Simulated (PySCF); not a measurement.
## Two-component Hartree-Fock for Ta⁴⁵⁺ (tantalum, charge +45)

Start: [Ar] 3d10. Calculated with PySCF 2.14 in an uncontracted even-tempered set (16 s from 11 bohr⁻², ratio 2.8; 13 p from 14 bohr⁻², ratio 2.8; 8 d from 14 bohr⁻², ratio 2.8; 3 f from 54 bohr⁻², ratio 3): generalised Hartree-Fock with the X2C-1e Hamiltonian and a Gaussian nucleus; one run each with spin-orbit coupling (SO) switched off, then screened by Boettger's factors.

```csv
spinor shell,electrons,"ε, spin-free (eV)","ε, screened SO (eV)",weight of nominal j (screened SO),"rms radius, screened SO (bohr)"
1s1/2,2,-70057.5,-70039.3,1.000,0.0211
2s1/2,2,-14010.5,-14005.2,1.000,0.0852
2p1/2,2,-12563.2,-13474.7,1.000,0.0724
3s1/2,2,-4864.2,-4862.8,1.000,0.214
3p1/2,2,-4423.0,-4631.7,1.000,0.206
3p3/2,4,-4423.0,-4337.0,1.000,0.220
3d3/2,4,-3925.9,-3964.0,1.000,0.192
3d5/2,6,-3925.9,-3900.0,1.000,0.196
```

Q: Where does 2p3/2 lie, and what is the 2p spin-orbit splitting (screened SO)?

A: At -12192.8 eV, 1281.9 eV above 2p1/2.

```tsv
quantity	spin-free	screened SO
E (hartree)	-14195.69247	-14212.43349
M_J	0	0
⟨J²⟩	0.000	0.000
⟨L²⟩	0.000	0.058
⟨S²⟩	0.000	0.058
```

Breit and QED terms are absent; they matter most for the inner s and p1/2 levels.

Densities and radii are taken from the X2C orbitals without a picture-change correction, which distorts them close to the nucleus.

Without spin-orbit coupling the j labels of p, d and f shells carry no meaning; the spin-free column gives the mean over the occupied spinors of each nl shell.
